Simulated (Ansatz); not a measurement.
## Relaxing a trial structure of C5H9Ga

The starting geometry of this gas-phase singlet was optimised with GFN2-xTB; its bonds are those of `C#C[C@@H](C)[GaH][CH3]`.

```xyz
15

C     1.7870    0.8284    2.0711
C     1.1015    0.4124    1.1772
C     0.3020   -0.1291    0.1076
C     0.5923    0.5205   -1.2530
C     1.4463   -3.3654    1.4631
Ga    0.7675   -2.1580   -0.0298
H     2.3720    1.2314    2.8439
H    -0.7579    0.0177    0.3628
H     0.2366    1.5512   -1.2845
H     1.6649    0.5181   -1.4558
H     0.0934   -0.0462   -2.0457
H     0.5704   -2.7397   -1.5225
H     1.3212   -2.8655    2.4284
H     0.9097   -4.3176    1.4938
H     2.5093   -3.5900    1.3377
```

Predict what becomes of its bonds when it is optimised with r2SCAN-D4/def2-SVP.

It rearranges, giving a structure given below by its coordinates. Contacts that open: C3–Ga6 (2.09 → 3.92 Å). Contacts that close: C1–Ga6 (3.79 → 1.96 Å).

The energy falls by 0.78 eV over 63 steps:

| step | E − E(last) (eV) |
| --- | --- |
| 1 | 0.775 |
| 8 | 0.592 |
| 15 | 0.530 |
| 22 | 0.455 |
| 29 | 0.345 |
| 35 | 0.227 |
| 42 | 0.170 |
| 49 | 0.035 |
| 56 | 0.001 |
| 63 | 0.000 |

Final geometry (Å):

```xyz
15

C     2.5162   -0.2294    0.9047
C     1.3183    0.2196    0.5973
C     0.0934    0.5903    0.2889
C    -0.4689    0.6456   -1.1057
C     1.1458   -3.2913    1.1375
Ga    2.7283   -2.1422    1.2541
H     3.3569    0.4785    0.9539
H    -0.5665    0.8983    1.1132
H    -0.7788    1.6716   -1.3682
H     0.2685    0.3100   -1.8488
H    -1.3643    0.0074   -1.1958
H     4.1555   -2.6878    1.6109
H     0.2419   -2.7162    0.8855
H     1.2924   -4.0724    0.3729
H     0.9771   -3.8140    2.0938
```

The end wasn't checked by frequencies. Run with Ansatz 0.2.0, 13 min on 2 threads of Intel(R) Xeon(R) Processor @ 2.50GHz (Skylake/Cascade Lake), with other jobs on the host.
